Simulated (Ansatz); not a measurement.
Harmonic frequencies (cm⁻¹) at PBE0-D4/def2-TZVP from Ansatz: 30, 109, 112, 276, 332, 367, 433, 442, 555, 586, 607, 694, 702, 774, 824, 844, 890, 904, 923, 966, 992, 1082, 1206, 1416, 1436, 1910, 1924, 2194, 2588, 3096, 3100, 3193, 3195.

Task: Which molecule is it?
A. `CC(C)(C)F`
B. `[SiH3][AlH][SiH]1CO1`
C. `[AlH2][SiH]1CBC1`
D. `[NH2][Sb]([SiH3])[InH2]`

Result: C.
